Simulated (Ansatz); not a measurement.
Reaction (cleavage of the B–Si bond): `OB(O)[SiH3]` + `O[SiH3]` → `OB(O)O[SiH3]` + SiH₄

Isolated molecules relaxed with PBE0-D4/def2-TZVP in Ansatz; ΔE leaves out vibrations. CBS: MP2 limit from def2 TZ/QZ plus the TZ coupled-cluster correction, frozen cores. This one scheme is used for every species. Functionals use def2-TZVPP. B3LYP here is the variant with VWN-RPA as its local correlation; programs differ in this. HSE06 is defined as in plane-wave codes. One conformer a species, not always the lowest.

`OB(O)[SiH3]`:

Cartesian coordinates in Å:
```
O 0.591 -1.399 0.823
B -0.223 -0.419 0.338
O -1.559 -0.337 0.599
Si 0.587 1.022 -0.845
H 0.166 -2.059 1.381
H -1.922 -1.026 1.164
H 2.033 0.782 -1.099
H -0.116 1.076 -2.157
H 0.442 2.359 -0.204
```

`O[SiH3]`:

Cartesian coordinates in Å:
```
O 1.159 0.539 0.089
Si -0.370 -0.073 0.118
H 1.731 0.281 -0.634
H -1.143 0.322 -1.093
H -1.010 0.490 1.328
H -0.366 -1.560 0.192
```

`OB(O)O[SiH3]`:

```xyz
10

O     0.731   -1.461    0.471
B     1.018   -0.216   -0.010
O     2.316    0.134   -0.253
O     0.000    0.662   -0.242
Si   -1.630    0.484   -0.034
H     1.517   -1.997    0.598
H     2.392    1.030   -0.587
H    -2.148   -0.619   -0.881
H    -1.950    0.215    1.390
H    -2.245    1.766   -0.451
```

SiH₄:

Cartesian coordinates in Å:
```
Si 0.000 0.000 0.000
H 1.167 -0.870 -0.292
H -1.194 -0.517 -0.714
H 0.288 1.384 -0.455
H -0.261 0.004 1.462
```

```
             level  ΔE (kcal/mol)  difference from CCSD(T)/CBS
            PBE-D4          -34.6                          4.4
           BLYP-D4          -37.4                          1.6
         r2SCAN-D4          -39.2                         -0.2
            B97M-V          -39.9                         -0.9
           PBE0-D4          -37.2                          1.8
          B3LYP-D4          -39.4                         -0.4
        r2SCANh-D4          -39.7                         -0.7
        r2SCAN0-D4          -40.5                         -1.5
          BHLYP-D4          -42.4                         -3.4
      CAM-B3LYP-D4          -40.8                         -1.8
           ωB97M-V          -39.8                         -0.8
            B2PLYP          -39.7                         -0.7
          PBE-QIDH          -39.5                         -0.5
               PBE          -34.3                          4.7
            revPBE          -33.4                          5.6
              BLYP          -36.7                          2.3
            r2SCAN          -39.1                         -0.1
              PBE0          -36.9                          2.1
             B3LYP          -38.9                          0.1
           r2SCANh          -39.6                         -0.6
           r2SCAN0          -40.3                         -1.3
             HSE06          -36.9                          2.1
             BHLYP          -42.1                         -3.1
         CAM-B3LYP          -40.5                         -1.5
           LC-ωPBE          -38.0                          1.0
RPA@PBE/def2-TZVPP          -39.0                          0.0
       HF/def2-SVP          -49.7                        -10.7
      MP2/def2-SVP          -45.8                         -6.8
     CCSD/def2-SVP          -45.5                         -6.5
  CCSD(T)/def2-SVP          -44.9                         -5.9
     HF/def2-TZVPP          -45.7                         -6.7
    MP2/def2-TZVPP          -40.3                         -1.3
SCS-MP2/def2-TZVPP          -40.8                         -1.8
   CCSD/def2-TZVPP          -40.5                         -1.5
CCSD(T)/def2-TZVPP          -39.6                         -0.6
     HF/def2-QZVPP          -45.9                         -6.9
    MP2/def2-QZVPP          -39.9                         -0.9
      HF/CBS(def2)          -45.9                         -6.9
     MP2/CBS(def2)          -39.6                         -0.6
    CCSD/CBS(def2)          -39.8                         -0.8
       CCSD(T)/CBS          -39.0                            0
```

Largest T1 diagnostic among the species: 0.014.

In def2-TZVPP, CCSD(T) changes the Hartree–Fock value by +6.1 kcal/mol (the triples alone add +0.9 kcal/mol) and MP2 by +5.5 kcal/mol. From r2SCAN to r2SCAN0 (25 % exact exchange), in def2-TZVPP and without D4, ΔE moves by −1.3 kcal/mol. Leaving LDA and LC-ωPBE aside and taking each functional with its dispersion term where it has one, the values spread over 7.8 kcal/mol, from BHLYP-D4 to PBE-D4. LDA lies −2.5 kcal/mol from PBE without D4.
